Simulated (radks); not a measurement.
The numbers below are computed, except where a source is named.
All-electron atom: the chlorine ion Cl+ in [Ne] 3s2 3p4. Level of theory: scalar-relativistic Kohn-Sham, BLYP, spin-polarised, spherical densities, point nucleus; open shells are filled with parallel spins first (a radial shooting solver on a logarithmic mesh with Libxc functionals). Some entries of the table are withheld. Estimate them.

orbital,occ.,eigenvalue (Ry),<r^2> (bohr^2)
1s up,1,-203.2925,0.01114
1s down,1,-203.2656,0.01113
2s up,1,-19.50512,(1)
2s down,1,-19.48127,(2)
2p up,3,-15.03939,0.2064
2p down,3,-15.00533,0.2062
3s up,1,-2.41092,(3)
3s down,1,-2.25349,(4)
3p up,3,-1.47586,(5)
3p down,1,-1.33188,(6)

Answer. 
(1) 2s up <r^2> (bohr^2): 0.2348
(2) 2s down <r^2> (bohr^2): 0.2346
(3) 3s up <r^2> (bohr^2): 2.541
(4) 3s down <r^2> (bohr^2): 2.594
(5) 3p up <r^2> (bohr^2): 3.383
(6) 3p down <r^2> (bohr^2): 3.576
